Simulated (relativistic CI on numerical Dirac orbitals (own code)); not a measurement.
**Inner-shell lines of Hg45+**

Computed by Dirac-Coulomb-Breit CI, orbitals from a KLI potential per configuration, a model potential for QED, unscaled Slater integrals (own radial code, finite nucleus).

Configurations in the expansion (outside the closed core 2s2 2p6 3s2 3p6 3d10): 1s2 4s2 4p5, 1s 4s2 4p6, 1s 4s2 4p5 5p, 1s2 4s 4p6, 1s 4s 4p6 5p. Levels of other configurations are missing.

The table holds the strongest lines. The upper levels have an inner-shell vacancy. Auger decay, open to those above the ionisation limit, is not computed, and radiative decays to configurations outside the model are missing too. Absolute energies can be off by a few tenths of a per cent, so close lines can change order. LS names give the leading component, which can be well under half, for lower levels too. Brackets number the levels in order of energy.

```csv
λ (Å),Upper,Lower,A (s⁻¹),gA (s⁻¹)
0.149764,1s 4s2 4p6 2S_1/2 [4],1s2 4s2 4p5 2P°_1/2 [2],1.33e+15,2.67e+15
0.149507,1s 4s2 4p6 2S_1/2 [4],1s2 4s2 4p5 2P°_3/2 [1],2.78e+15,5.56e+15
0.147845,1s 4s2 4p5 5p 4P_3/2 [5],1s2 4s2 4p5 2P°_3/2 [1],1.98e+14,7.90e+14
0.147844,1s 4s2 4p5 5p 2D_5/2 [6],1s2 4s2 4p5 2P°_3/2 [1],3.79e+14,2.27e+15
0.147842,1s 4s 4p6 5p 4P°_3/2 [23],1s2 4s 4p6 2S_1/2 [3],3.69e+14,1.48e+15
0.147839,1s 4s2 4p5 5p 2P_1/2 [7],1s2 4s2 4p5 2P°_3/2 [1],4.21e+14,8.42e+14
0.147836,1s 4s2 4p5 5p 2D_3/2 [8],1s2 4s2 4p5 2P°_3/2 [1],1.50e+14,6.02e+14
0.147831,1s 4s2 4p5 5p 2D_3/2 [16],1s2 4s2 4p5 2P°_1/2 [2],3.76e+14,1.50e+15
0.147813,1s 4s2 4p5 5p 2S_1/2 [18],1s2 4s2 4p5 2P°_1/2 [2],3.24e+14,6.47e+14
0.14773,1s 4s2 4p5 5p 2P_3/2 [10],1s2 4s2 4p5 2P°_3/2 [1],3.40e+14,1.36e+15
0.147726,1s 4s2 4p5 5p 2P_1/2 [11],1s2 4s2 4p5 2P°_3/2 [1],5.53e+14,1.11e+15
0.147725,1s 4s2 4p5 5p 2D_5/2 [12],1s2 4s2 4p5 2P°_3/2 [1],5.59e+14,3.35e+15
0.147725,1s 4s 4p6 5p 2P°_3/2 [27],1s2 4s 4p6 2S_1/2 [3],5.57e+14,2.23e+15
0.147723,1s 4s2 4p5 5p 2D_5/2 [13],1s2 4s2 4p5 2P°_3/2 [1],2.68e+14,1.61e+15
0.147722,1s 4s 4p6 5p 2P°_1/2 [28],1s2 4s 4p6 2S_1/2 [3],8.19e+14,1.64e+15
0.147718,1s 4s2 4p5 5p 2P_3/2 [14],1s2 4s2 4p5 2P°_3/2 [1],5.18e+14,2.07e+15
0.147714,1s 4s2 4p5 5p 4P_3/2 [20],1s2 4s2 4p5 2P°_1/2 [2],2.58e+14,1.03e+15
0.147713,1s 4s2 4p5 5p 2P_1/2 [21],1s2 4s2 4p5 2P°_1/2 [2],8.33e+14,1.67e+15
0.147707,1s 4s2 4p5 5p 2D_3/2 [22],1s2 4s2 4p5 2P°_1/2 [2],5.72e+14,2.29e+15
0.147706,1s 4s 4p6 5p 2P°_3/2 [29],1s2 4s 4p6 2S_1/2 [3],2.82e+14,1.13e+15
```
